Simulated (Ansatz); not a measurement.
One change: `B[Se]C=C` becomes `C=C[Se][SiH2]C`.

Ansatz, PBE0-D4/def2-TZVP geometries, multiplicity 1. Each molecule was computed in one conformer, which needn't be the lowest.

Scalar relativity is left out up to krypton.

```json
{"property": "LUMO energy (B3LYP/def2-TZVPP) / eV", "`B[Se]C=C`": "-1.63"}
{"property": "HOMO energy (B3LYP/def2-TZVPP) / eV", "`B[Se]C=C`": "-6.86"}
{"property": "HOMO–LUMO gap (PBE0/def2-TZVPP) / eV", "`B[Se]C=C`": "5.63"}
{"property": "HOMO energy (PBE0/def2-TZVPP) / eV", "`B[Se]C=C`": "-7.08"}
{"property": "HOMO–LUMO gap (PBE/def2-TZVPP) / eV", "`B[Se]C=C`": "3.78"}
{"property": "size of the dipole moment (B3LYP/def2-TZVPP) / D", "`B[Se]C=C`": "1.17"}
```

What does the change do to each property? (Best estimate.)

Ansatz gave: 
| property | `C=C[Se][SiH2]C` | shift |
| --- | --- | --- |
| LUMO energy (B3LYP/def2-TZVPP) / eV | -0.30 | 1.33 |
| HOMO energy (B3LYP/def2-TZVPP) / eV | -6.12 | 0.74 |
| HOMO–LUMO gap (PBE0/def2-TZVPP) / eV | 6.25 | 0.62 |
| HOMO energy (PBE0/def2-TZVPP) / eV | -6.34 | 0.74 |
| HOMO–LUMO gap (PBE/def2-TZVPP) / eV | 4.32 | 0.54 |
| size of the dipole moment (B3LYP/def2-TZVPP) / D | 0.94 | -0.23 |

With PBE0 the HOMO rises by 0.74 eV and the LUMO rises by 1.36 eV, so the gap widens by about 0.62 eV. PBE moves the HOMO by 0.82 eV and ωB97M-V by 0.71 eV. Dipoles are sizes alone; their direction can turn.

B3LYP here is the variant with VWN-RPA as its local correlation; programs differ in this.

Spin–orbit coupling is left out; it splits and shifts lone-pair levels of the heavy atoms by tenths of an eV.
